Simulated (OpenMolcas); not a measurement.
# In+: effect of the basis set

```json
{"Program": "OpenMolcas", "Method": "CASSCF", "Active space": "2 electrons in 4 orbitals (5s 5p)", "State averaging": "2S+1 = 3 even, 3 roots; 2S+1 = 1 even, 7 roots; 2S+1 = 3 odd, 3 roots; 2S+1 = 1 odd, 3 roots", "Spin-orbit coupling": "state interaction with AMFI integrals over the reference wave functions, term energies averaged over their components"}
```

A. ANO-R1 [6s5p3d1f], X2C, finite nucleus; cost of the order of 7 core-seconds
B. ANO-RCC-VDZP [6s5p3d1f], DKH2, point nucleus; cost of the order of 15 core-seconds
C. ANO-RCC-VTZP [7s6p4d2f1g], DKH2, point nucleus; cost roughly 23 core-seconds
D. ANO-R2 [7s6p4d2f1g], X2C, finite nucleus; cost about 13 core-seconds
E. ANO-RCC-VQZP [8s7p5d3f2g], DKH2, point nucleus; cost of the order of 40 core-seconds
F. ANO-R3 [8s7p5d3f2g1h], X2C, finite nucleus; cost roughly 19 core-seconds

Energies in cm⁻¹ above 5s² ¹S₀, the measured ground level; measured values from NIST Handbook of Basic Atomic Spectroscopic Data.

```csv
Level,A,B,C,D,E,F,Measured
5s² ¹S₀,0.0,0.0,0.0,0.0,0.0,0.0,0.0
5s 5p ³P°₀,37996,37356,36972,37436,36728,36870,42276
5s 5p ³P°₁,39013,38367,37869,38320,37688,37848,43351
5s 5p ³P°₂,41185,40523,39781,40202,39730,39930,45830
5s 5p ¹P°₁,66179,65783,65553,65881,65597,65715,63038
5p² ³P₀,98369,96962,96205,97048,95798,96178,101608
5p² ³P₁,99691,98257,97316,98143,96992,97398,103249
5p² ³P₂,101415,99980,98876,99678,98649,99078,105565
5p² ¹D₂,108152,106973,106320,106953,106189,106570,97628
5p² ¹S₀,123568,123008,123246,123536,123307,123593,121289
```

Deviations, from unrounded energies. A percentage is the sum of absolute deviations over the sum of measured energies, with the sign that they share, or ± where signs differ.

```csv
Against measurement,Levels,A,B,C,D,E,F
mean absolute deviation (cm-1),9,4500,4900,5300,5100,5500,5400
other configurations (%),9,±5.5,±6.1,±6.6,±6.3,±6.8,±6.7
```

A lies closest to measurement on these levels and E furthest from it. The largest miss of A in the table is 5p² ¹D₂, by +11000 cm-1. The ranking rests on the paired levels alone, and a cruder setting can come out closer through cancelling errors.

Among A to F the level of the table that moves most is 5p² ³P₂, by 2800 cm-1 (lowest in E, highest in A).

Without dynamic correlation excited terms often stand tens of per cent too high (terms of higher spin than the ground term too low), and those without a measured partner can miss by more than the paired ones. The ¹D term of p² mixes with s d, which this space lacks. Computed and measured levels are paired by configuration, term and J; levels that our copy of the source lacks, or whose pairing is in doubt (as where it misses far off the trend of its configuration), stay unpaired and out of the deviations. Only configurations of the active space appear.

° marks odd parity.
